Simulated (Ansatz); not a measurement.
Mulliken charges of CH$_{4}$InNSe (`N=[C]([SeH])[InH2]`) from B3LYP/def2-TZVPP in Ansatz (PBE0-D4/def2-TZVP geometry).

```json
{"atom": "N1", "x (Å)": "0.610", "y (Å)": "1.403", "z (Å)": "-0.516", "charge (e)": "-0.226"}
{"atom": "C2", "x (Å)": "0.180", "y (Å)": "0.452", "z (Å)": "0.198", "charge (e)": "-0.210"}
{"atom": "Se3", "x (Å)": "0.173", "y (Å)": "0.637", "z (Å)": "2.105", "charge (e)": "-0.018"}
{"atom": "In4", "x (Å)": "-0.585", "y (Å)": "-1.459", "z (Å)": "-0.567", "charge (e)": "0.510"}
{"atom": "H5", "x (Å)": "0.562", "y (Å)": "1.183", "z (Å)": "-1.511", "charge (e)": "0.154"}
{"atom": "H6", "x (Å)": "0.740", "y (Å)": "1.996", "z (Å)": "2.121", "charge (e)": "0.047"}
{"atom": "H7", "x (Å)": "-0.530", "y (Å)": "-1.501", "z (Å)": "-2.291", "charge (e)": "-0.137"}
{"atom": "H8", "x (Å)": "-1.149", "y (Å)": "-2.711", "z (Å)": "0.462", "charge (e)": "-0.119"}
```

Problem. By hand: the dipole of these point charges (1 e Å = 4.8032 D).

Solution. Σ q r = (-0.146, -0.363, -0.126) e Å, of length 0.411 e Å = 1.97 D.

Problem. How does the dipole of the full density compare? (An estimate is asked.)

Solution. Ansatz gave: (-0.119, -0.304, -0.190) e Å, 1.81 D; the point charges give 1.09 times that, at 12° from its direction.

Point charges leave out the atoms' own dipoles, such as those of lone pairs, and Mulliken's split depends on the basis, so the close match here is no proof of good charges.

B3LYP here is the variant with VWN-RPA as its local correlation; programs differ in this.
